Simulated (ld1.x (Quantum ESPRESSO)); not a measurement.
**What one change does to a pseudopotential (Bi (Z = 83), TM)**

- Element: Bi (Z = 83)
- Generator: ld1.x (Quantum ESPRESSO) 7.5
- Type: norm-conserving Troullier–Martins (Kleinman–Bylander form)
- Functional: PBE
- Relativity: scalar-relativistic
- Frozen core: [Xe] 4f14
- Valence charge: 15
- Reference configuration: 5d10 6s2 6p3
- Partial waves: 6s (bound): rc 1.80 bohr; 5d (bound): rc 1.65 bohr; 6p (bound): rc 2.45 bohr
- Local potential: the p channel
- Core correction: Bessel-smoothed model core inside 1.20 bohr

All-electron outer shells of the reference configuration (PBE, scalar-relativistic, ld1.x):

```json
{"shell": "4f", "level (eV)": "-152.59", "outermost node (bohr)": "–", "outermost maximum (bohr)": "0.34"}
{"shell": "5p", "level (eV)": "-95.86", "outermost node (bohr)": "0.48", "outermost maximum (bohr)": "0.86"}
{"shell": "5d", "level (eV)": "-27.08", "outermost node (bohr)": "0.51", "outermost maximum (bohr)": "1.03"}
{"shell": "6s", "level (eV)": "-14.48", "outermost node (bohr)": "0.98", "outermost maximum (bohr)": "1.88"}
{"shell": "6p", "level (eV)": "-4.57", "outermost node (bohr)": "1.14", "outermost maximum (bohr)": "2.44"}
```

Change: wave 5d (bound): rc 1.65 bohr becomes 5d (bound): rc 1.32 bohr.

Cutoffs: the cutoffs (Ry, on a coarse ladder) from which the occupation-weighted sum of valence levels, in a spherical-Bessel basis at the reference potential, stays within 10 and 1 mRy of its value at 400 Ry; they do not see the model core or the augmentation charge, which bear on the density cutoff. Errors are all-electron minus pseudo energies relative to the spin-unpolarised reference configuration.

Task: How do hardness, ghosts and transferability respond?

Result: The potential gets harder (60 Ry and 100 Ry → 80 Ry and 100 Ry); the errors of the 7 common tests hardly move; neither file shows a bound ghost. A smaller radius makes the pseudo-wave follow the all-electron one further in, where it bends more sharply, so more plane waves are needed.

| quantity | base | changed |
| --- | --- | --- |
| cutoff, loose | 60 Ry | 80 Ry |
| cutoff, tight | 100 Ry | 100 Ry |
| loose cutoff by channel (10 mRy a level) | s 21 Ry, d 50 Ry, p 8 Ry | s 21 Ry, d 45 Ry, p 8 Ry |
| bound ghosts | none | none |
| error for 5d10 6s2 6p2, meV [ΔE 7.91 eV] | -3.2 | -3.2 |
| error for 5d10 6s2 6p1, meV [ΔE 23.16 eV] | -12 | -12 |
| error for 5d10 6s2 6p0, meV [ΔE 46.50 eV] | -38 | -38 |
| error for 5d10 6s2 6p2.5, meV [ΔE 3.10 eV] | -1.3 | -1.3 |
| error for 5d9 6s2 6p3, meV [ΔE 33.32 eV] | -229 | -225 |
| error for 5d10 6s0 6p5, meV [ΔE 20.50 eV] | -31 | -31 |
| error for 5d10 6s1 6p0, meV [ΔE 91.91 eV] | -82 | -82 |
| s: phases at 2.65 bohr within 0.05 rad from the reference energy up to (Ry; the scan ends near 5) | 1.8 | 1.8 |
| p: phases at 2.65 bohr within 0.05 rad from the reference energy up to (Ry; the scan ends near 5) | 3.2 | 3.2 |
| d: phases at 2.65 bohr within 0.05 rad from the reference energy up to (Ry; the scan ends near 5) | 0.1 | 0.1 |
